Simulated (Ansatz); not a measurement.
`N#CBCl` + `C[Si](C)(C)F` → `N#CBF` + chlorotrimethylsilane at 298.15 K and 1 bar (redistribution).

Program: Ansatz. Geometries: PBE0-D4/def2-TZVP. ΔE: electronic, gas phase. CCSD(T)/CBS is the MP2 limit (def2-TZVPP, def2-QZVPP) plus CCSD(T) − MP2 in def2-TZVPP, frozen cores. This one scheme is used for every species.

```
        species  CCSD(T)/CBS energy (Eh)  H − E (kJ/mol)  S (J/(mol·K))
       `N#CBCl`               -577.94276            71.7          287.2
 `C[Si](C)(C)F`               -508.56386           321.9          352.4
        `N#CBF`               -217.97421            75.1          276.1
`C[Si](C)(C)Cl`               -868.53638           320.2          362.3
```

H − E and S are ideal-gas, rigid-rotor, harmonic terms from PBE0-D4/def2-TZVP. 1 Eh = 2625.50 kJ/mol, R = 8.31446 J/(mol·K).

**Question.** By hand: ΔE, ΔH, ΔS and ΔG.

**Answer.** ΔE = (-217.97421) + (-868.53638) − (-577.94276) − (-508.56386) = -0.00397 Eh = -10.4 kJ/mol. Δ(H − E) = 75.1 + 320.2 − 71.7 − 321.9 = 1.7, so ΔH = -8.7 kJ/mol. ΔS = 276.1 + 362.3 − 287.2 − 352.4 = -1.2 J/(mol·K). ΔG = -8.7 − 298.15 × (-1.2)/1000 = -8.3 kJ/mol.

**Question.** By hand: the equilibrium constant, and the temperature at which ΔG would vanish if ΔH and ΔS stayed fixed.

**Answer.** log₁₀ K = −ΔG/(RT ln 10) = 1.5. ΔG = 0 at ΔH/ΔS = 7250 K, far beyond where these terms or the molecules hold.

The number of gas molecules stays the same, so ΔS is small and ΔH decides. A doubt of 5 kJ/mol in ΔE shifts log₁₀ K by 0.9 here. These are equilibria of isolated gas molecules and say nothing of rates. Largest T1 diagnostic: 0.015 (customary marks: 0.02 for closed shells, 0.045 for open ones).
